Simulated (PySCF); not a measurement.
## Magnetisability: `C[C@@H]([O][GeH3])C(F)(F)F`, C₃H₇F₃GeO

Geometry (Å), atoms numbered from 1 in this order:
```xyz
15

C    -1.2702    1.3956   -0.6204
C    -0.2460    0.2654   -0.6668
O     0.9084    0.6394    0.0073
Ge    2.0378   -0.3800    0.9158
C    -0.8397   -0.9878   -0.0369
F    -1.1272   -0.8239    1.2584
F    -1.9579   -1.3954   -0.6437
F     0.0299   -2.0197   -0.0981
H    -2.1684    1.1165   -1.1642
H    -1.5215    1.6141    0.4149
H    -0.8336    2.2833   -1.0678
H    -0.0149   -0.0010   -1.7104
H     1.3665   -1.0410    2.0786
H     2.6746   -1.3775   -0.0066
H     2.9579    0.7199    1.3180
```

Level of theory: PySCF 2.14.0, GIAO PBE/pcSseg-1 magnetisability, rotational g tensor and spin-rotation constants, non-relativistic, gas phase. Geometry: GFN2-xTB.

The calculation is non-relativistic, which matters for the atoms heavier than Zn.

How diamagnetic is it, and how anisotropic?

Isotropic -1360 × 10⁻³⁰ J/T², or -81.9 × 10⁻⁶ cm³/mol; principal values -1451, -1338, -1290 × 10⁻³⁰ J/T², anisotropy 143 × 10⁻³⁰ J/T² (root of half the summed squared differences of the principal values). The susceptibility is in cgs units.

Split it along the inertial axes a, b, c into diamagnetic and paramagnetic parts about the centre of mass, with the quadrupole moment.


```
axis  χ (10⁻⁶ cm³/mol)  diamagnetic (10⁻⁶ cm³/mol)  paramagnetic (10⁻⁶ cm³/mol)  summed x² of all electrons (Å²)  quadrupole Θ (D Å)
   a             -85.7                      -592.4                        506.6                            248.2               +1.71
   b             -80.2                     -1224.8                       1144.6                             99.1               -1.60
   c             -79.7                     -1473.4                       1393.7                             40.5               -0.11
```
Anisotropies 2χaa − χbb − χcc = -11.5 and 2χbb − χaa − χcc = +5.0 × 10⁻⁶ cm³/mol. Θ is traceless in Buckingham's convention.

And the rotational g tensor?


| axis | rotational constant (GHz) | g | nuclear part | electronic part |
| --- | --- | --- | --- | --- |
| a | 2.4299 | -0.0210 | 0.5573 | -0.5783 |
| b | 0.9437 | -0.0097 | 0.4977 | -0.5074 |
| c | 0.7895 | -0.0087 | 0.5083 | -0.5170 |

Asymmetric top; isotopes 12C, 19F, 74Ge, 1H, 16O; no vibrational averaging.
